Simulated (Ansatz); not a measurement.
Be₁₀O₁₀ (started as a model of: (BeO)10 cage of four- and six-membered rings). Total charge 0; singlet. Geometry PBE-D4/def2-SVP, basis def2-TZVP, Ansatz.

Cartesian coordinates in Å:
```
Be -0.8476 -2.1709 -2.4649
O 0.5365 -2.4547 -1.7017
Be 0.7161 -0.8709 -2.0583
O -0.6686 -0.6332 -2.8914
Be -1.6532 -0.4677 -1.5987
O -1.8718 -2.0448 -1.2345
Be -0.4676 -2.2593 -0.4284
O -0.0828 -1.3784 0.7824
Be 1.2523 -0.5201 0.4660
O 1.2175 0.1467 -1.0081
Be 0.0790 1.2528 -0.6919
O -1.3853 0.5897 -0.5032
Be -1.0924 -0.1211 0.9208
O -0.8876 0.8147 2.1458
Be 0.6507 0.7752 2.6743
O 1.8172 0.3544 1.6211
O 0.4637 2.3998 0.2850
Be -0.3446 2.2796 1.6918
O 0.9242 2.3673 2.6879
Be 1.6444 1.9411 1.3060
```

```tsv
run	HOMO (eV)	LUMO (eV)
A	-6.66	-2.06
B	-7.07	-1.66
C	-8.35	-1.37
D	-6.78	-2.18
E	-6.68	-2.14
```

Q: The runs used BLYP, PBE, PBE0, r2SCAN, revPBE. Estimate which is which.

A: A revPBE (0 % exact exchange); B r2SCAN (0 % exact exchange); C PBE0 (25 % exact exchange); D PBE (0 % exact exchange); E BLYP (0 % exact exchange). Exact exchange lowers occupied and raises empty levels; among semilocal functionals meta-GGAs tend to open the gap a little, and such runs are hard to tell apart. The gap grows from 4.55 eV (BLYP) to 6.98 eV (PBE0).
